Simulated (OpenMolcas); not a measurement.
OpenMolcas run: Ti3+

Ti3+ among 6 point charges of -1 e arranged as a trigonal prism (D3h), 2.12 Å from the ion, with a polar angle of 48.6° against the regular 49.1°.

Input:

```
&GATEWAY
Coord
1

Ti 0.0 0.0 0.0
Basis=ANO-RCC-VDZP
Group=NoSym
NoMove
AngMom=0.0 0.0 0.0
AMFI
XField
6 Angstrom 0
1.590456 0.000000 1.401731 -1.000000
-0.795228 1.377375 1.401731 -1.000000
-0.795228 -1.377375 1.401731 -1.000000
1.590456 0.000000 -1.401731 -1.000000
-0.795228 1.377375 -1.401731 -1.000000
-0.795228 -1.377375 -1.401731 -1.000000
&SEWARD
* reference wave functions (RASSCF and RASSI steps not shown): 1 electron in 5 orbitals (3d)
>>> COPY JOB001 $Project.JobIph
&CASPT2
Multistate=5 1 2 3 4 5
NoMult
Frozen=5
IPEA=0.25
Imaginary=0.1
MaxIter=60
WThr=0.0 0.3 0.05
PrWF=0.5
NoMix
```

Launched by
```bash
OMP_NUM_THREADS=1 MOLCAS_MEM=1689 MOLCAS_PROJECT=a pymolcas a.inp > a.log  # once for each step of the input, in one work folder
```

Output, cut to the results:

```
--- CASPT2 ---
Orbital specifications:
      -----------------------

      Symmetry species                           1
                                                 a
      Frozen orbitals                            5
      Inactive orbitals                          4
      Active orbitals                            5
      Secondary orbitals                        20
      Deleted orbitals                           0
      Number of basis functions                 34
Type of calculation                        SS-CASPT2
      Fock operator                              state-specific
      IPEA shift                                 0.25
      Real shift                                 0.00
      Imaginary shift                            0.10
      The input orbitals will be transformed to quasi-canonical
Reference energy:        -855.5832517325
      E2 (Non-variational):      -0.2087960909
      Shift correction:          -0.0000864929
      E2 (Variational):          -0.2088825837
      Total energy:            -855.7921343162
      Residual norm:              0.0000008676
      Reference weight:           0.96067
      Contributions to the CASPT2 correlation energy
      Active & Virtual Only:          0.0000000002
      One Inactive Excited:          -0.0402835717
      Two Inactive Excited:          -0.1685125194
Reference energy:        -855.5832517314
      E2 (Non-variational):      -0.2082755044
      Shift correction:          -0.0000857308
      E2 (Variational):          -0.2083612351
      Total energy:            -855.7916129666
      Residual norm:              0.0000008571
      Reference weight:           0.96088
      Contributions to the CASPT2 correlation energy
      Active & Virtual Only:          0.0000000002
      One Inactive Excited:          -0.0397805510
      Two Inactive Excited:          -0.1684949536
::    CASPT2 Root  1     Total energy:   -855.79213432
::    CASPT2 Root  2     Total energy:   -855.79161297
::    CASPT2 Root  3     Total energy:   -855.78180444
::    CASPT2 Root  4     Total energy:   -855.77479498
::    CASPT2 Root  5     Total energy:   -855.77479505
```

Spin-orbit levels above the lowest (labels of D3, the rotations of D3h), with the averaged single-state CASPT2 energies on the diagonal:

| E (cm-1) | Degeneracy | Label | 2S+1 | g |
| --- | --- | --- | --- | --- |
| 0 | 2 | E3/2 | 2 | 0.00 0.00 2.00 |
| 300 | 2 | E1/2 | 2 | 0.00 0.00 6.00 |
| 2340 | 2 | E1/2 | 2 | 1.37 1.37 1.97 |
| 3850 | 2 | E1/2 | 2 | 0.03 0.64 0.64 |
| 3990 | 2 | E3/2 | 2 | 0.00 0.00 4.00 |

Roots that are degenerate in the reference are averaged as groups; the widest CASPT2 spread within a group is 110 cm-1 (the 2-fold group of multiplicity 2 near 0 cm-1 above the lowest state of its run). Shifts and gaps below about the spread of the groups concerned are not significant. An orbital doublet at a regular site is open to a Jahn-Teller distortion, which this geometry leaves out. The ground term spreads over less than 5000 cm-1, several times less than with real ligands, so orbital moments are less quenched and χT lies further from the spin-only value than at real sites. Free-ion shares, where given, are those of the reference states; single-state CASPT2 does not remix them. This is an electrostatic model: the charges have no orbitals. No measured value stands beside these numbers.
